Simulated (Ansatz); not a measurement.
A series at Sn: from `[Br][SnH]([Br])[Br]`, ligands are replaced one by one, each step taking up H₂ and setting free HBr; n counts the steps. Ansatz, PBE0-D4/def2-TZVP geometries.

```json
{"n": "0", "molecule": "`[Br][SnH]([Br])[Br]`", "HOMO energy, ωB97M-V/def2-TZVPP (eV)": "?"}
{"n": "1", "molecule": "`[Br][SnH2][Br]`", "HOMO energy, ωB97M-V/def2-TZVPP (eV)": "-10.65"}
{"n": "2", "molecule": "`[Br][SnH3]`", "HOMO energy, ωB97M-V/def2-TZVPP (eV)": "-10.36"}
{"n": "3", "molecule": "`[SnH4]`", "HOMO energy, ωB97M-V/def2-TZVPP (eV)": "-11.38"}
```

**Question.** By hand: fit a straight line y = ȳ + b (n − n̄) to the 3 given rows and predict n = 0.

**Answer.** n̄ = 2.000, ȳ = -10.797; Σ(n − n̄)(y − ȳ) = -0.730, Σ(n − n̄)² = 2.000, so b = -0.365 eV a step. Prediction: -10.797 + (-0.365) × (-2.000) = -10.07 eV.

**Question.** By hand: compare with the computed value, -10.89 eV, and give the steps along the whole series.

**Answer.** The line misses by -0.82 eV (computed minus predicted). Steps: 0.24, 0.29, -1.02 eV.

The steps change sign along the series, so a line is a poor guide. The highest orbital can change its character along such a series. The miss is 80.4 % of the series' range.

Spin–orbit coupling is left out; it splits and shifts lone-pair levels of the heavy atoms by tenths of an eV.
